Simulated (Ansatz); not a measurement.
Reaction (formal exchange of groups at a C–O bond): `CO[SiH](F)[O][GeH3]` + `C=C=C[SiH3]` → `C=C=C[SiH2]C` + `O[SiH](F)[O][GeH3]`

Calculated with Ansatz (gas phase, PBE0-D4/def2-TZVP geometries, no zero-point term in ΔE). CCSD(T)/CBS adds triple-zeta CCSD(T) − MP2 to the extrapolated MP2 energy (def2 sets, frozen cores). Functionals use def2-TZVPP. B3LYP here is the variant with VWN-RPA as its local correlation; programs differ in this. For Ge outer-core shells are correlated without core-valence functions, which leaves a few kJ/mol of doubt a bond. Scalar relativity is left out up to krypton. Each species was taken in one conformer, which may not be the lowest.

`CO[SiH](F)[O][GeH3]`:

Z-matrix (Å, degrees):
```
C
O 1 1.411
H 1 1.095 2 111.3
H 1 1.091 2 108.2 3 119.1
H 1 1.094 2 111.2 3 -121.5
Si 2 1.627 1 125.4 3 61.2
O 6 1.605 2 108.0 1 172.6
F 6 1.595 2 108.4 1 52.6
H 6 1.473 2 112.7 1 -64.6
Ge 7 1.786 6 133.3 2 -23.6
H 10 1.535 7 108.7 6 -45.6
H 10 1.534 7 107.9 6 75.6
H 10 1.533 7 104.8 6 -165.2
```

`C=C=C[SiH3]`:

```xyz
10

C     1.117   -0.404   -1.847
C     0.595   -0.556   -0.665
C     0.057   -0.671    0.514
Si   -0.958    0.701    1.254
H     2.109    0.017   -1.970
H     0.577   -0.701   -2.739
H     0.211   -1.595    1.070
H    -0.352    1.161    2.532
H    -2.334    0.219    1.555
H    -1.022    1.830    0.295
```

`C=C=C[SiH2]C`:

```xyz
13

C    -2.161   -0.555    1.043
C    -1.228   -0.923    0.213
C    -0.272   -1.248   -0.606
Si    1.202   -0.134   -0.867
C     1.074    1.395    0.191
H    -2.119   -0.832    2.091
H    -3.013    0.026    0.706
H    -0.344   -2.192   -1.145
H     1.280    0.226   -2.311
H     2.440   -0.899   -0.543
H     1.939    2.043    0.033
H     0.172    1.961   -0.053
H     1.031    1.131    1.249
```

`O[SiH](F)[O][GeH3]`:

Z-matrix (Å, degrees):
```
Si
F 1 1.596
O 1 1.604 2 111.1
O 1 1.633 2 108.1 3 118.5
H 1 1.472 2 106.4 3 -119.7
Ge 3 1.786 1 134.6 2 87.5
H 4 0.958 1 118.8 2 42.5
H 6 1.534 3 107.6 1 81.0
H 6 1.535 3 108.6 1 -40.1
H 6 1.532 3 104.9 1 -159.8
```

| level | ΔE (kJ/mol) | difference from CCSD(T)/CBS |
| --- | --- | --- |
| PBE-D4 | -99.3 | 3.4 |
| r2SCAN-D4 | -102.3 | 0.4 |
| PBE0-D4 | -101.1 | 1.6 |
| B3LYP-D4 | -93.8 | 8.9 |
| ωB97X-V | -94.7 | 8.0 |
| ωB97M-V | -100.5 | 2.2 |
| B2PLYP | -96.5 | 6.2 |
| PBE | -98.0 | 4.7 |
| r2SCAN | -102.1 | 0.6 |
| PBE0 | -100.0 | 2.7 |
| B3LYP | -91.7 | 11.0 |
| HF/def2-TZVPP | -83.5 | 19.2 |
| MP2/def2-TZVPP | -107.0 | -4.3 |
| SCS-MP2/def2-TZVPP | -98.0 | 4.7 |
| CCSD/def2-TZVPP | -97.5 | 5.2 |
| CCSD(T)/def2-TZVPP | -98.8 | 3.9 |
| HF/def2-QZVPP | -83.3 | 19.4 |
| MP2/def2-QZVPP | -109.2 | -6.5 |
| SCS-MP2/def2-QZVPP | -100.3 | 2.4 |
| HF/CBS(def2) | -83.3 | 19.4 |
| MP2/CBS(def2) | -111.0 | -8.3 |
| CCSD/CBS(def2) | -101.4 | 1.3 |
| CCSD(T)/CBS | -102.7 | 0 |

Largest T1 diagnostic among the species: 0.012.

In def2-TZVPP, CCSD(T) changes the Hartree–Fock value by −15.3 kJ/mol (the triples alone add −1.3 kJ/mol) and MP2 by −23.5 kJ/mol.
